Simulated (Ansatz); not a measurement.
Isolated molecules relaxed with PBE0-D4/def2-TZVP in Ansatz; ΔE leaves out vibrations. CCSD(T)/CBS is the MP2 limit (def2-TZVPP, def2-QZVPP) plus CCSD(T) − MP2 in def2-TZVPP, frozen cores. DFT in def2-TZVPP. Elements past krypton have def2 core potentials. For Sn outer-core shells are correlated without core-valence functions, which leaves a few kJ/mol of doubt a bond. Each species was taken in one conformer, which may not be the lowest.

`[SiH3][CH2][SnH2][Cl]` + `[CH3][AlH][SiH2]F` → `[CH3][SnH2][CH2][SiH3]` + `F[SiH2][AlH][Cl]`  (redistribution)

`[SiH3][CH2][SnH2][Cl]`:

Cartesian coordinates in Å:
```
Si -0.438 1.457 -0.711
C 0.710 -0.009 -0.529
Sn 0.020 -1.510 0.821
Cl -0.152 -0.464 2.905
H -0.590 2.163 0.585
H 0.087 2.412 -1.724
H -1.777 0.984 -1.160
H 0.854 -0.494 -1.499
H 1.691 0.313 -0.171
H -1.545 -2.072 0.448
H 1.138 -2.780 1.035
```

`[CH3][AlH][SiH2]F`:

```xyz
10

C    -1.736    0.825   -0.133
Al    0.027    0.615    0.673
Si    1.614   -1.069   -0.196
F     0.967   -1.886   -1.431
H    -2.279   -0.126   -0.126
H    -1.642    1.111   -1.186
H    -2.352    1.574    0.368
H     0.507    1.509    1.901
H     2.886   -0.470   -0.698
H     2.010   -2.083    0.827
```

`[CH3][SnH2][CH2][SiH3]`:

```xyz
14

C    -0.146   -1.746   -1.347
Sn    0.451   -1.175    0.627
C    -0.450    0.716    1.130
Si    0.019    2.103   -0.020
H    -1.233   -1.813   -1.400
H     0.197   -1.005   -2.068
H     0.280   -2.716   -1.604
H     2.154   -1.018    0.713
H    -0.060   -2.351    1.764
H    -1.534    0.572    1.124
H    -0.158    0.960    2.154
H    -0.622    3.393    0.358
H    -0.393    1.779   -1.415
H     1.495    2.300   -0.015
```

`F[SiH2][AlH][Cl]`:

Z-matrix (Å, degrees):
```
Si
Al 1 2.462
F 1 1.608 2 110.8
H 1 1.490 2 111.8 3 119.9
H 1 1.490 2 111.8 3 -119.9
Cl 2 2.098 1 118.0 3 0.1
H 2 1.581 1 124.5 3 -179.9
```

| species | PBE0 energy (Eh) |
| --- | --- |
| `[SiH3][CH2][SnH2][Cl]` | -1006.05625 |
| `[CH3][AlH][SiH2]F` | -673.21891 |
| `[CH3][SnH2][CH2][SiH3]` | -585.81980 |
| `F[SiH2][AlH][Cl]` | -1093.47435 |

(1) Work out ΔE.

Largest T1 diagnostic among the species: 0.011.

Answers

(1) ΔE = (-585.81980) + (-1093.47435) − (-1006.05625) − (-673.21891) = -0.01899 Eh = -49.9 kJ/mol. CCSD(T)/CBS gives -56.4 kJ/mol.

In def2-TZVPP, CCSD(T) changes the Hartree–Fock value by −10.2 kJ/mol (the triples alone add −0.8 kJ/mol) and MP2 by −12.9 kJ/mol.
